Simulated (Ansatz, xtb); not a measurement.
## Relative energy of two isomers of C5H4FNS

Structure X is `Fc1ncccc1S`, a singlet and structure Y is `Fc1cc(S)ccn1`, a singlet. Both are isolated molecules in the gas phase, relaxed with B3LYP-D3(BJ)/def2-SVP; the shapes shown needn't be the lowest conformers.

X (Å):

```tsv
atom	x (Å)	y (Å)	z (Å)
C	-0.8176	0.4212	0.7798
C	-0.5201	-1.7099	1.5099
C	0.3968	-1.9783	0.4944
C	0.7028	-0.9640	-0.4168
C	0.0880	0.2871	-0.2911
F	-1.4329	1.6025	0.9422
N	-1.1130	-0.5165	1.6379
S	0.4564	1.5905	-1.4309
H	-0.7897	-2.4741	2.2456
H	0.8656	-2.9606	0.4134
H	1.4166	-1.1382	-1.2254
H	-0.3662	2.4998	-0.8661
```

Y (Å):

```csv
atom,x (Å),y (Å),z (Å)
C,-1.4814,-0.1430,-0.3781
C,-0.9049,-1.2189,0.3018
C,0.4011,-1.0505,0.7744
C,1.0415,0.1808,0.5355
C,0.3446,1.1658,-0.1571
F,-2.7269,-0.2930,-0.8331
N,-0.9055,1.0114,-0.6123
S,1.2887,-2.2990,1.6541
H,-1.4717,-2.1397,0.4440
H,0.3117,-3.2330,1.6319
H,2.0599,0.3634,0.8830
H,0.8195,2.1326,-0.3563
```

Which of the two would you expect CCSD(T)/def2-SVP + ΔMP2/def2-TZVPP electronic energies to favour?

CCSD(T)/def2-SVP + ΔMP2/def2-TZVPP gives E(Y) − E(X) = −4.64 kJ/mol, favouring structure Y, but this leans on the basis-set step: CCSD(T) alone gives −3.10 kJ/mol.

How the difference moves with the method:

```tsv
level	geometry	E(Y) − E(X) (kJ/mol)	departure from the last row (kJ/mol)	job, with rough time for the two
GFN2-xTB	GFN2-xTB	−5.13	−0.49	optimisation, 0.16 s
HF/STO-3G	GFN2-xTB	−3.91	+0.73	single point, 0.5 s
r2SCAN-D4/def2-SVP	GFN2-xTB	−2.15	+2.49	single point, 6.2 s
B3LYP-D3(BJ)/def2-SVP	B3LYP-D3(BJ)/def2-SVP	−2.81	+1.83	optimisation, 39 s
HF/def2-SVP	B3LYP-D3(BJ)/def2-SVP	−9.22	−4.58	part of the CCSD(T) run
MP2/def2-SVP	B3LYP-D3(BJ)/def2-SVP	−1.64	+3.00	part of the CCSD(T) run
CCSD(T)/def2-SVP	B3LYP-D3(BJ)/def2-SVP	−3.10	+1.54	single point
CCSD(T)/def2-SVP + ΔMP2/def2-TZVPP	B3LYP-D3(BJ)/def2-SVP	−4.64		single point, 1.7 min
```

As drawn, both hold the same kinds of bond in the same numbers.

MP2/def2-SVP finds them nearly level. The largest departure from CCSD(T)/def2-SVP + ΔMP2/def2-TZVPP is that of HF/def2-SVP, 4.58 kJ/mol. The last row adds to CCSD(T) the change of the MP2 difference between the two basis sets, here −1.54 kJ/mol.

With thermal terms from frequencies at re-optimised GFN2-xTB minima (ideal gas, soft modes damped towards free rotors, one conformer each, 298.15 K, 1 atm): on the last row, ΔE + ΔZPE = −4.89, ΔH = −4.90, ΔG = −5.00 kJ/mol.

The correlated steps freeze 12 core orbitals. Programs: Ansatz 0.2.0, xtb 6.7.1; the last row on 2 threads of Arm Neoverse V2 on a shared host.
